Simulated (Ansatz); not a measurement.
Mulliken charges of BBrHS, SMILES `S[B]Br` radical from PBE/def2-TZVPP in Ansatz (PBE0-D4/def2-TZVP geometry).

```json
{"atom": "S1", "x (Å)": "-0.702", "y (Å)": "0.265", "z (Å)": "-0.809", "charge (e)": "-0.074"}
{"atom": "B2", "x (Å)": "0.466", "y (Å)": "-0.103", "z (Å)": "0.457", "charge (e)": "-0.030"}
{"atom": "Br3", "x (Å)": "0.567", "y (Å)": "-1.739", "z (Å)": "1.383", "charge (e)": "-0.031"}
{"atom": "H4", "x (Å)": "-0.275", "y (Å)": "1.517", "z (Å)": "-1.052", "charge (e)": "0.135"}
```

Question: By hand: the dipole of these point charges (1 e Å = 4.8032 D).

Answer: Σ q r = (-0.017, 0.242, -0.139) e Å, of length 0.280 e Å = 1.34 D.

Question: How does the dipole of the full density compare? (Best estimate.)

Answer: Ansatz gave: (-0.070, 0.152, -0.142) e Å, 1.05 D; the point charges give 1.28 times that, at 20° from its direction.

Point charges leave out the atoms' own dipoles, such as those of lone pairs, and Mulliken's split depends on the basis, so the two needn't agree.
